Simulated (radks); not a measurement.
The numbers below are computed, except where a source is named.
I11+, configuration [Kr] 4d6. Level of theory: Dirac Kohn-Sham, exchange-only B88, spin-unpolarised, spherical densities, finite nucleus; open shells are shared between the two j in proportion to 2j + 1; Fermi nuclear charge, rms radius 4.75 fm (a radial shooting solver on a logarithmic mesh with Libxc functionals).

X-ray form factor f0, the Fourier transform of the density (f0(0) = 42):

| sin(theta)/lambda (1/angstrom) | f0 (electrons) |
|---|---|
| 0.05 | 41.785 |
| 0.1 | 41.154 |
| 0.15 | 40.143 |
| 0.2 | 38.809 |
| 0.25 | 37.223 |
| 0.3 | 35.461 |
| 0.4 | 31.720 |
| 0.5 | 28.107 |
| 0.6 | 24.949 |
| 0.8 | 20.303 |
| 1 | 17.303 |
| 1.25 | 14.508 |
| 1.5 | 12.052 |
| 2 | 8.218 |
